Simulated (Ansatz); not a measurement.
`O[SiH]1CN1` + H₂S → `S[SiH]1CN1` + H₂O at 500 K and 1 bar (ligand exchange at the Si–O bond).

Computed with Ansatz on PBE0-D4/def2-TZVP structures; ΔE is electronic, products minus reactants. CCSD(T)/CBS adds triple-zeta CCSD(T) − MP2 to the extrapolated MP2 energy (def2 sets, frozen cores). This one scheme is used for every species. Each species was taken in one conformer, which may not be the lowest.

```csv
species,CCSD(T)/CBS energy (Eh),H − E (kJ/mol),S (J/(mol·K))
`O[SiH]1CN1`,-460.03264,208.9,350.0
H₂S,-398.97279,57.0,224.0
`S[SiH]1CN1`,-782.61161,199.1,370.0
H₂O,-76.37941,73.2,206.3
```

H − E and S are ideal-gas, rigid-rotor, harmonic terms from PBE0-D4/def2-TZVP, for one conformer and one mirror image of each species. 1 Eh = 2625.50 kJ/mol, R = 8.31446 J/(mol·K).

**Question.** By hand: ΔE, ΔH, ΔS and ΔG.

**Answer.** ΔE = (-782.61161) + (-76.37941) − (-460.03264) − (-398.97279) = 0.01441 Eh = 37.8 kJ/mol. Δ(H − E) = 199.1 + 73.2 − 208.9 − 57.0 = 6.4, so ΔH = 44.2 kJ/mol. ΔS = 370.0 + 206.3 − 350.0 − 224.0 = 2.3 J/(mol·K). ΔG = 44.2 − 500 × (2.3)/1000 = 43.1 kJ/mol.

**Question.** By hand: the equilibrium constant, and the temperature at which ΔG would vanish if ΔH and ΔS stayed fixed.

**Answer.** log₁₀ K = −ΔG/(RT ln 10) = -4.5. ΔG = 0 at ΔH/ΔS = 19217 K, far beyond where these terms or the molecules hold.

The number of gas molecules stays the same, so ΔS is small and ΔH decides. A doubt of 5 kJ/mol in ΔE shifts log₁₀ K by 0.5 here. Other conformers and mirror images would add mixing entropy, several J/(mol·K) or more a flexible species. These are equilibria of isolated gas molecules and say nothing of rates. Largest T1 diagnostic: 0.012 (customary marks: 0.02 for closed shells, 0.045 for open ones).
